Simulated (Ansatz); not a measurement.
Consider the ligand exchange at the Si–O bond: `O[SiH2]N[SiH](F)F` + HCl → `F[SiH](F)N[SiH2]Cl` + H₂O.

Computed with Ansatz on PBE0-D4/def2-TZVP structures; ΔE is electronic, products minus reactants. CBS: MP2 limit from def2 TZ/QZ plus the TZ coupled-cluster correction, frozen cores. This one scheme is used for every species. Each species was taken in one conformer, which may not be the lowest.

| species | HF/CBS(def2) energy (Eh) |
| --- | --- |
| `O[SiH2]N[SiH](F)F` | -909.45344 |
| HCl | -460.11403 |
| `F[SiH](F)N[SiH2]Cl` | -1293.49665 |
| H₂O | -76.06721 |

Work out ΔE.

ΔE = (-1293.49665) + (-76.06721) − (-909.45344) − (-460.11403) = 0.00361 Eh = +9.5 kJ/mol. CCSD(T)/CBS gives +1.0 kJ/mol.

Largest T1 diagnostic among the species: 0.012.

The D4 term adds −4.3 kJ/mol with B3LYP and −2.4 kJ/mol with PBE0; it sums over pairs of atoms, weighted by their polarisabilities, and B3LYP, whose exchange is more repulsive, gets the larger term.

B3LYP here is the variant with VWN-RPA as its local correlation; programs differ in this.
